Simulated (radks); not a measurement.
Cl3+, 14 electrons, occupied as [Ne] 3s2 3p2. Method: scalar-relativistic Kohn-Sham, PBE, spin-polarised, spherical densities, point nucleus; open shells are filled with parallel spins first; computed with a radial shooting solver on a logarithmic mesh with Libxc functionals.

Normalised radial functions P(r) = r R(r), r in bohr:

r	3s up
0.0109	0.1250
0.01374	0.1495
0.01747	0.1772
0.02204	0.2050
0.02801	0.2320
0.03561	0.2530
0.04491	0.2620
0.05709	0.2514
0.072	0.2136
0.09153	0.1376
0.1164	0.0206
0.1467	-0.1256
0.1865	-0.2898
0.2352	-0.4235
0.2991	-0.4829
0.3802	-0.4105
0.4794	-0.1925
0.6095	0.1577
0.7686	0.5335
0.9771	0.8403
1.232	0.9508
1.567	0.8321
1.991	0.5575
2.511	0.2873
3.193	0.1044
4.026	0.0265
5.119	0.0038

3s up: eigenvalue -60.171 eV, 2 radial nodes at r = 0.121, 0.551 bohr, <r> = 1.39 bohr, 90 % of the charge inside 2.06 bohr.
